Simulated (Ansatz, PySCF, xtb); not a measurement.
Complex: NH3 (SMILES N) (first 4 atoms) with N2 (SMILES N#N); geometry from B3LYP-D3(BJ)/def2-TZVP, rigid monomers moved along the line of their centres of mass till H4···N6 is 3.69 Å.
(charge 0, multiplicity 1):
```xyz
6

N     -0.077    -0.118    -0.355
H      0.881     0.150    -0.549
H     -0.660     0.690    -0.537
H     -0.139    -0.319     0.637
N     -0.006    -0.058     5.407
N     -0.064    -0.196     4.327
```

Monomers are frozen at their geometry in the pair; levels with a basis set take the counterpoise correction. Rows marked so take none.

Cores are frozen in the correlated methods. Rows in 3-21G, 6-311+G**, STO-3G carry no dispersion term and start afresh at each structure.

Codes used: Ansatz (a quantum-chemistry and plane-wave program); PySCF for 3-21G rows, 6-311+G** rows, STO-3G rows, the dispersion terms; xtb for the GFN methods. 

```json
[
 {"level": "GFN-FF", "interaction energy (meV)": "8.0"},
 {"level": "GFN1-xTB", "interaction energy (meV)": "-5.2"},
 {"level": "HF/STO-3G (no counterpoise)", "interaction energy (meV)": "-8.1"},
 {"level": "PBE-D3(BJ)/def2-TZVPPD", "interaction energy (meV)": "-13.7"},
 {"level": "B3LYP/3-21G (no counterpoise)", "interaction energy (meV)": "-11.6"},
 {"level": "B3LYP/6-311+G** (no counterpoise)", "interaction energy (meV)": "-5.6"},
 {"level": "PBE0-D4/def2-TZVPPD", "interaction energy (meV)": "-11.1"},
 {"level": "CCSD/aug-cc-pVDZ", "interaction energy (meV)": "-9.5"},
 {"level": "CCSD(T)/aug-cc-pVTZ", "interaction energy (meV)": "[?]"}
]
```

### Question
Some entries are withheld; supply them.

### Answer

- CCSD(T)/aug-cc-pVTZ, interaction energy (meV): -10.6
